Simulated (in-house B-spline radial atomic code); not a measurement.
A run on Mo (an excited or competing configuration) that did not converge. Method: scalar-relativistic (X2C) wB97X, spin-polarised, spherical fractional occupations, exact exchange averaged over the configuration, Fermi nucleus of rms radius 4.4091 fm; computed with an all-electron radial atomic-structure program (B-spline basis).

Command:
```bash
python run_scf.py task.json out
```
Settings (nuclear radius in fm, mass in u):
```
Z                42
configuration    [Ar] 3d9 4s2 4p6 4d5 5s1 6f1
hamiltonian      x2c
method           wb97x
spin_polarised   True
nucleus          fermi
rms_radius       4.4091
atomic_mass      97.9054
speed_of_light   137.035999084
exact_exchange   averaged over the configuration
```

First and last ten iterations of the last attempt (damped for 15 steps, keeping 80 % of the old Fock matrix, then DIIS):
```
 iter        energy (Eh)    residual
    1       -4030.401180    4.38e-01
    2       -4035.930442    2.90e-01
    3       -4037.843075    2.02e-01
    4       -4038.860408    1.37e-01
    5       -4039.384094    9.81e-02
    6       -4039.621685    6.94e-02
    7       -4039.743682    5.40e-02
    8       -4039.809382    4.20e-02
    9       -4039.842259    3.28e-02
   10       -4039.859129    2.57e-02
  111       -4039.880313    3.56e-04
  112       -4039.880323    1.09e-04
  113       -4039.880282    3.54e-04
  114       -4039.880282    6.12e-04
  115       -4039.880276    5.70e-04
  116       -4039.880285    8.10e-04
  117       -4039.880281    6.79e-04
  118       -4039.880280    6.26e-04
  119       -4039.880278    5.29e-04
  120       -4039.880267    4.08e-04
 not converged after 120 iterations
```

The smallest residual met was 1.1e-04; the threshold is about 4e-07. No energy from this run should be used. Time taken, with all properties: 49 s on 1 thread of Arm Neoverse N1, on a shared host.
